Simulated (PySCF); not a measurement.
Si(H)2(Me)(NCO) (C2H5NOSi), SMILES C[SiH2]N=C=O.

Coordinates come from a PBE-D3(BJ)/def2-SVP optimisation. Other conformers were not sampled.

Computed with PBE-D3(BJ)/def2-SVP (PySCF).

Frequencies are harmonic and unscaled.

Computed harmonic wavenumbers and intensities:
```csv
mode,ν (cm⁻¹),IR (km/mol),moving atoms (share of kinetic energy)
1,47,0.2,"N 38 %, O 27 %, C 21 %, H 11 %"
2,59,0.4,"N 60 %, O 19 %, H 17 %"
3,169,0.3,H 91 %
4,230,4.7,"N 33 %, C 25 %, H 23 %, Si 16 %"
5,480,10.6,H 92 %
6,562,57.2,"Si 40 %, O 24 %, C 20 %, H 10 %"
7,578,19.8,"C 73 %, O 16 %, N 11 %"
8,578,20.5,"C 73 %, O 16 %, N 12 %"
9,685,11.4,"H 41 %, C 35 %, Si 21 %"
10,701,34.4,H 87 %
11,742,59.5,"H 57 %, C 23 %, Si 19 %"
12,853,38.4,"H 77 %, C 18 %"
13,894,315.5,"H 82 %, Si 12 %"
14,927,133.5,H 94 %
15,1219,21.5,"H 78 %, C 22 %"
16,1378,4.1,H 96 %
17,1384,2.2,H 96 %
18,1476,23.4,"N 56 %, O 40 %"
19,2169,136.0,H 98 %
20,2170,128.9,H 96 %
21,2412,1246.8,"C 69 %, N 20 %, O 11 %"
22,2979,1.1,H 97 %
23,3081,2.3,"H 91 %, C 9 %"
24,3088,1.2,"H 91 %, C 9 %"
```
